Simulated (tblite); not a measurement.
Parent: `[CH2:1]=[CH:2][Si@@H:3]1[O:4][CH2:5][CH2:6][S:7]1` with C1–C2–Si3–O4 7°, C2–Si3–O4–C5 -135°, Si3–O4–C5–C6 39°, O4–C5–C6–S7 -45°, C5–C6–S7–Si3 29°, C4H8OSSi.

The geometries are computed with GFN2-xTB (gas phase). One conformer each, not checked by frequencies here.

```csv
coordinate of the parent,value
C1=C2,1.325 Å
C2–Si3,1.874 Å
Si3–O4,1.630 Å
O4–C5,1.399 Å
C5–C6,1.521 Å
C6–S7,1.824 Å
Si3–S7,2.161 Å
C1–C2–Si3,124.9°
C2–Si3–O4,109.4°
C2–Si3–S7,115.4°
O4–Si3–S7,96.8°
Si3–O4–C5,117.5°
O4–C5–C6,110.3°
C5–C6–S7,108.5°
Si3–S7–C6,90.6°
```

**Question.** How does the shared frame change in `[SiH3:1][S:2]/[CH:3]=[CH:4]\[Si@@H:5]1[O:6][CH2:7][CH2:8][S:9]1` with Si1–S2–C3–C4 -171°, C3–C4–Si5–O6 -158°, C4–Si5–O6–C7 -139°, Si5–O6–C7–C8 43°, O6–C7–C8–S9 -45°, C7–C8–S9–Si5 27°, C4H10OS2Si2? Atoms pair as C1 = C3, C2 = C4, Si3 = Si5, O4 = O6, C5 = C7, C6 = C8, S7 = S9 (parent first).

**Answer.** 
| parent | relative | value in the relative | change |
| --- | --- | --- | --- |
| C1=C2 | C3=C4 | 1.328 Å | +0.003 |
| C2–Si3 | C4–Si5 | 1.863 Å | -0.011 |
| Si3–O4 | Si5–O6 | 1.633 Å | +0.003 |
| O4–C5 | O6–C7 | 1.393 Å | -0.006 |
| C5–C6 | C7–C8 | 1.521 Å | 0.000 |
| C6–S7 | C8–S9 | 1.824 Å | 0.000 |
| Si3–S7 | Si5–S9 | 2.159 Å | -0.002 |
| C1–C2–Si3 | C3–C4–Si5 | 122.4° | -2.5 |
| C2–Si3–O4 | C4–Si5–O6 | 105.8° | -3.6 |
| C2–Si3–S7 | C4–Si5–S9 | 115.8° | +0.4 |
| O4–Si3–S7 | O6–Si5–S9 | 96.9° | +0.1 |
| Si3–O4–C5 | Si5–O6–C7 | 116.3° | -1.2 |
| O4–C5–C6 | O6–C7–C8 | 110.1° | -0.2 |
| C5–C6–S7 | C7–C8–S9 | 108.7° | +0.2 |
| Si3–S7–C6 | Si5–S9–C8 | 90.6° | 0.0 |

Of the parent's bonds, C2–Si3 changes most (-0.011 Å). Bonds of the relative outside the shared frame: Si1–S2 2.162, S2–C3 1.748 Å. Point group C1 → C1.

**Question.** How does the shared frame change in `[CH:1](=[CH:2]\[Si@H:3]1[O:4][CH2:5][CH2:6][S:7]1)/[CH:8]1[CH2:9][CH2:10]1` with C1–C2–Si3–O4 131°, C2–C1–C8–C9 -146°, C2–Si3–O4–C5 115°, Si3–O4–C5–C6 28°, O4–C5–C6–S7 -44°, C5–C6–S7–Si3 35°, C7H12OSSi? Atoms pair as C1 = C1, C2 = C2, Si3 = Si3, O4 = O4, C5 = C5, C6 = C6, S7 = S7 (parent first).

**Answer.** 
```tsv
parent	relative	value in the relative	change
C1=C2	C1=C2	1.330 Å	+0.005
C2–Si3	C2–Si3	1.862 Å	-0.012
Si3–O4	Si3–O4	1.632 Å	+0.002
O4–C5	O4–C5	1.398 Å	-0.001
C5–C6	C5–C6	1.521 Å	0.000
C6–S7	C6–S7	1.820 Å	-0.004
Si3–S7	Si3–S7	2.158 Å	-0.003
C1–C2–Si3	C1–C2–Si3	123.1°	-1.8
C2–Si3–O4	C2–Si3–O4	112.9°	+3.5
C2–Si3–S7	C2–Si3–S7	111.7°	-3.7
O4–Si3–S7	O4–Si3–S7	96.8°	0.0
Si3–O4–C5	Si3–O4–C5	118.6°	+1.1
O4–C5–C6	O4–C5–C6	110.8°	+0.5
C5–C6–S7	C5–C6–S7	108.4°	-0.1
Si3–S7–C6	Si3–S7–C6	89.2°	-1.4
```

Of the parent's bonds, C2–Si3 changes most (-0.012 Å). Bonds of the relative outside the shared frame: C1–C8 1.464, C8–C9 1.510, C9–C10 1.490, C8–C10 1.509 Å. Point group C1 → C1.

**Question.** How does the shared frame change in `[O:1]=[CH:2]/[CH:3]=[CH:4]/[Si@H:5]1[O:6][CH2:7][CH2:8][S:9]1` with O1–C2–C3–C4 -178°, C3–C4–Si5–O6 -4°, C4–Si5–O6–C7 133°, Si5–O6–C7–C8 -38°, O6–C7–C8–S9 44°, C7–C8–S9–Si5 -29°, C5H8O2SSi? Atoms pair as C1 = C3, C2 = C4, Si3 = Si5, O4 = O6, C5 = C7, C6 = C8, S7 = S9 (parent first).

**Answer.** 
| parent | relative | value in the relative | change |
| --- | --- | --- | --- |
| C1=C2 | C3=C4 | 1.335 Å | +0.010 |
| C2–Si3 | C4–Si5 | 1.876 Å | +0.002 |
| Si3–O4 | Si5–O6 | 1.626 Å | -0.004 |
| O4–C5 | O6–C7 | 1.402 Å | +0.003 |
| C5–C6 | C7–C8 | 1.522 Å | +0.001 |
| C6–S7 | C8–S9 | 1.826 Å | +0.002 |
| Si3–S7 | Si5–S9 | 2.155 Å | -0.006 |
| C1–C2–Si3 | C3–C4–Si5 | 125.0° | +0.1 |
| C2–Si3–O4 | C4–Si5–O6 | 109.1° | -0.3 |
| C2–Si3–S7 | C4–Si5–S9 | 114.3° | -1.1 |
| O4–Si3–S7 | O6–Si5–S9 | 97.1° | +0.3 |
| Si3–O4–C5 | Si5–O6–C7 | 117.6° | +0.1 |
| O4–C5–C6 | O6–C7–C8 | 110.3° | 0.0 |
| C5–C6–S7 | C7–C8–S9 | 108.7° | +0.2 |
| Si3–S7–C6 | Si5–S9–C8 | 90.6° | 0.0 |

Of the parent's bonds, C1–C2 changes most (+0.010 Å). Bonds of the relative outside the shared frame: O1=C2 1.204, C2–C3 1.463 Å. Point group C1 → C1.

**Question.** How does the shared frame change in `[CH2:1]=[C:2]([CH3:3])/[CH:4]=[CH:5]/[Si@H:6]1[O:7][CH2:8][CH2:9][S:10]1` with C1–C2–C4–C5 -178°, C4–C5–Si6–O7 9°, C5–Si6–O7–C8 113°, Si6–O7–C8–C9 30°, O7–C8–C9–S10 -44°, C8–C9–S10–Si6 34°, C7H12OSSi? Atoms pair as C1 = C4, C2 = C5, Si3 = Si6, O4 = O7, C5 = C8, C6 = C9, S7 = S10 (parent first).

**Answer.** 
| parent | relative | value in the relative | change |
| --- | --- | --- | --- |
| C1=C2 | C4=C5 | 1.337 Å | +0.012 |
| C2–Si3 | C5–Si6 | 1.866 Å | -0.008 |
| Si3–O4 | Si6–O7 | 1.632 Å | +0.002 |
| O4–C5 | O7–C8 | 1.400 Å | +0.001 |
| C5–C6 | C8–C9 | 1.521 Å | 0.000 |
| C6–S7 | C9–S10 | 1.821 Å | -0.003 |
| Si3–S7 | Si6–S10 | 2.160 Å | -0.001 |
| C1–C2–Si3 | C4–C5–Si6 | 123.8° | -1.1 |
| C2–Si3–O4 | C5–Si6–O7 | 113.4° | +4.0 |
| C2–Si3–S7 | C5–Si6–S10 | 112.1° | -3.3 |
| O4–Si3–S7 | O7–Si6–S10 | 96.9° | +0.1 |
| Si3–O4–C5 | Si6–O7–C8 | 118.4° | +0.9 |
| O4–C5–C6 | O7–C8–C9 | 110.7° | +0.4 |
| C5–C6–S7 | C8–C9–S10 | 108.4° | -0.1 |
| Si3–S7–C6 | Si6–S10–C9 | 89.5° | -1.1 |

Of the parent's bonds, C1–C2 changes most (+0.012 Å). Bonds of the relative outside the shared frame: C1=C2 1.334, C2–C3 1.499, C2–C4 1.454 Å. Point group C1 → C1.
